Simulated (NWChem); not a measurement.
# CuNH$_{3}$F; SMILES [NH3]->[Cu][F]

```xyz
6

Cu     0.0000     0.0000     0.7580
F      0.0000     0.0000    -0.9894
N      0.0000     0.0000     2.6798
H      0.6749    -0.6638     3.0641
H     -0.9123    -0.2526     3.0640
H      0.2374     0.9164     3.0640
```
Atoms are numbered in this order, from 1.

Level: PBE0/def2-SVP (NWChem), optimised geometry, unscaled harmonic frequencies. 

Problem. List the harmonic frequencies with IR intensities, and the thermochemistry.

Solution. 
```json
[
 {"frequency (cm⁻¹)": "155", "IR intensity (km/mol)": "0.0"},
 {"frequency (cm⁻¹)": "155", "IR intensity (km/mol)": "0.0"},
 {"frequency (cm⁻¹)": "444", "IR intensity (km/mol)": "8.5"},
 {"frequency (cm⁻¹)": "609", "IR intensity (km/mol)": "33.2"},
 {"frequency (cm⁻¹)": "609", "IR intensity (km/mol)": "33.2"},
 {"frequency (cm⁻¹)": "659", "IR intensity (km/mol)": "48.0"},
 {"frequency (cm⁻¹)": "1209", "IR intensity (km/mol)": "122.5"},
 {"frequency (cm⁻¹)": "1629", "IR intensity (km/mol)": "23.8"},
 {"frequency (cm⁻¹)": "1629", "IR intensity (km/mol)": "23.8"},
 {"frequency (cm⁻¹)": "3490", "IR intensity (km/mol)": "4.3"},
 {"frequency (cm⁻¹)": "3601", "IR intensity (km/mol)": "50.6"},
 {"frequency (cm⁻¹)": "3601", "IR intensity (km/mol)": "50.6"}
]
```

```
Property                                                                            Value
-----------------------------------------------------------------------  ----------------
zero-point energy                                                           25.4 kcal/mol
thermal correction to the enthalpy at 298.15 K (with zero-point energy)     29.0 kcal/mol
heat capacity Cv                                                         14.4 cal/(mol K)
entropy at 298.15 K and 1 atm (symmetry number 3)                        67.0 cal/(mol K)
dipole moment                                                                      8.56 D
```

Rigid rotor and harmonic oscillator.
